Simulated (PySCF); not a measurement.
The 25-electron isoelectronic series, spin-free X2C

All values are computed (PySCF 2.14, energy differences of UHF-based or UKS calculations, no spin-orbit coupling). Each ion has its own even-tempered basis scaled to its charge (19s13p8d4f3g for the first); frozen: [Ne]. Ionisation energies in eV.

```json
{"ion": "Sn²⁵⁺", "configuration": "[Ar] 3d7 (4F)", "UHF": "1346.8", "LDA": "1347.8", "PBE": "1348.1", "PBE0": "1348.3", "r2SCAN": "1349.1", "MP2 (outer shells)": "1348.0", "NIST (with spin-orbit, Breit and QED)": "1347 ± 4 (t)"}
{"ion": "Sb²⁶⁺", "configuration": "[Ar] 3d7 (4F)", "UHF": "1441.1", "LDA": "1442.0", "PBE": "1442.4", "PBE0": "1442.6", "r2SCAN": "1443.5", "MP2 (outer shells)": "1442.4", "NIST (with spin-orbit, Breit and QED)": "1441 ± 4 (t)"}
{"ion": "Te²⁷⁺", "configuration": "[Ar] 3d7 (4F)", "UHF": "1538.5", "LDA": "1539.4", "PBE": "1539.8", "PBE0": "1540.0", "r2SCAN": "1540.9", "MP2 (outer shells)": "1539.8", "NIST (with spin-orbit, Breit and QED)": "1538 ± 4 (t)"}
{"ion": "I²⁸⁺", "configuration": "[Ar] 3d7 (4F)", "UHF": "1639.0", "LDA": "1639.8", "PBE": "1640.2", "PBE0": "1640.4", "r2SCAN": "1641.4", "MP2 (outer shells)": "1640.2", "NIST (with spin-orbit, Breit and QED)": "1639 ± 4 (t)"}
{"ion": "Xe²⁹⁺", "configuration": "[Ar] 3d7 (4F)", "UHF": "1742.5", "LDA": "1743.3", "PBE": "1743.7", "PBE0": "1744.0", "r2SCAN": "1744.9", "MP2 (outer shells)": "1743.8", "NIST (with spin-orbit, Breit and QED)": "1742 ± 4 (t)"}
{"ion": "Cs³⁰⁺", "configuration": "[Ar] 3d7 (4F)", "UHF": "1849.2", "LDA": "1849.8", "PBE": "1850.3", "PBE0": "1850.5", "r2SCAN": "1851.5", "MP2 (outer shells)": "1850.4", "NIST (with spin-orbit, Breit and QED)": "1848 ± 4 (t)"}
{"ion": "Ba³¹⁺", "configuration": "[Ar] 3d7 (4F)", "UHF": "1958.9", "LDA": "1959.4", "PBE": "1959.9", "PBE0": "1960.2", "r2SCAN": "1961.2", "MP2 (outer shells)": "1960.1", "NIST (with spin-orbit, Breit and QED)": "1958 ± 4 (t)"}
{"ion": "La³²⁺", "configuration": "[Ar] 3d7 (4F)", "UHF": "2071.6", "LDA": "2072.1", "PBE": "2072.7", "PBE0": "2072.9", "r2SCAN": "2074.0", "MP2 (outer shells)": "2072.8", "NIST (with spin-orbit, Breit and QED)": "2069 ± 4 (t)"}
{"ion": "Ce³³⁺", "configuration": "[Ar] 3d7 (4F)", "UHF": "2187.4", "LDA": "2187.9", "PBE": "2188.5", "PBE0": "2188.8", "r2SCAN": "2189.8", "MP2 (outer shells)": "2188.6", "NIST (with spin-orbit, Breit and QED)": "2185 ± 5 (t)"}
{"ion": "Pr³⁴⁺", "configuration": "[Ar] 3d7 (4F)", "UHF": "2306.4", "LDA": "2306.7", "PBE": "2307.4", "PBE0": "2307.6", "r2SCAN": "2308.8", "MP2 (outer shells)": "2307.6", "NIST (with spin-orbit, Breit and QED)": "2304 ± 5 (t)"}
```

Each ion has its own basis, which adds noise of up to about 0.1 % along the series.

NIST values marked (s) are semi-empirical, (t) theoretical. Open shells are high-spin determinants of the terms that Hund's rules give; for the heavier ions, far from LS coupling, these are not the ground levels.

Spin-orbit coupling of the open shells is absent from the calculated values and included in NIST's; it grows fast with Z.
